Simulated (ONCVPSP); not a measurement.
**Reading a pseudo-wave (zinc (Zn))**

Columns: radius, all-electron u(r) and pseudo u(r) of the 4p shell (level -1.63 eV) of zinc in the configuration [Ar] 3d10 4s1.5 4p0.5; PBEsol, scalar-relativistic, ONCV scheme, ONCVPSP 4.0.1.

| r (bohr) | all-electron | pseudo |
| --- | --- | --- |
| 0.143 | 0.0946 | 0.0039 |
| 0.285 | -0.0463 | 0.0151 |
| 0.428 | -0.1549 | 0.0332 |
| 0.570 | -0.1660 | 0.0572 |
| 0.713 | -0.1151 | 0.0867 |
| 0.855 | -0.0382 | 0.1206 |
| 0.998 | 0.0453 | 0.1583 |
| 1.140 | 0.1246 | 0.1981 |
| 1.283 | 0.1967 | 0.2390 |
| 1.425 | 0.2592 | 0.2790 |
| 1.568 | 0.3130 | 0.3176 |
| 1.710 | 0.3581 | 0.3537 |
| 1.853 | 0.3958 | 0.3874 |
| 1.995 | 0.4264 | 0.4178 |
| 2.138 | 0.4510 | 0.4445 |
| 2.280 | 0.4701 | 0.4663 |
| 2.423 | 0.4845 | 0.4830 |
| 2.565 | 0.4947 | 0.4943 |
| 2.708 | 0.5012 | 0.5012 |
| 2.850 | 0.5046 | 0.5045 |
| 2.992 | 0.5051 | 0.5051 |
| 3.135 | 0.5032 | 0.5032 |
| 3.278 | 0.4993 | 0.4993 |
| 3.420 | 0.4936 | 0.4936 |
| 3.563 | 0.4864 | 0.4864 |
| 3.705 | 0.4780 | 0.4780 |

Problem. How many radial nodes do the two functions have?

Solution. The all-electron 4p function has n − l − 1 = 2; the pseudo-wave has 0, since the states of the same l below it are removed with the core.

Problem. At about which radius was the pseudo-wave matched?

Solution. 2.85 bohr. The columns agree to 0.0005 from 2.56 bohr on; several derivatives are matched, so the curves merge somewhat inside the radius.

Problem. Where does each function peak?

Solution. Outermost all-electron maximum near 2.99 bohr, pseudo maximum near 2.99 bohr (to the table’s step).

Problem. Is the pseudo-wave norm-conserving?

Solution. Yes: the ONCV scheme keeps the norm inside the radius equal to the all-electron one, which fixes the energy derivative of the logarithmic derivative at the level.
